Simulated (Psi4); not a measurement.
CH$_{3}$Cl, charge +1, doublet, at a GFN2-xTB geometry (a state made from the parent by changing its charge; the spin is typed, not shown lowest), atoms displaced at random by about 0.02 Å a coordinate. Base run: B3LYP/STO-3G (Psi4).

Input for Psi4:
```
memory 2 GB

molecule mol {
1 2
C     0.015132    0.017626   -1.079010
Cl    0.005225   -0.038959    0.662477
H     0.000678    1.095317   -1.468687
H     0.911141   -0.399278   -1.480853
H    -0.884306   -0.474123   -1.487219
}

set {
  basis sto-3g
  reference uks
}

optimize('b3lyp')
print_variables()
```

The base run was repeated with changes; each row names its change, and settings that it needs were set with it.

```csv
change,ΔE vs base (kJ/mol),optimiser steps,core-seconds (rough)
base,0.00,8,30
step_type = nr,0.00,8,30
hess_update = none,0.00,19,50
intrafrag_hess = simple,0.00,11,30
g_convergence = turbomole,0.00,8,30
g_convergence = gau_loose,0.02,6,20
hess_update = bofill,0.00,8,20
```

Open shells are given as the SCF converged; they aren't shown to be the lowest states, and a large step between rows can be another state.
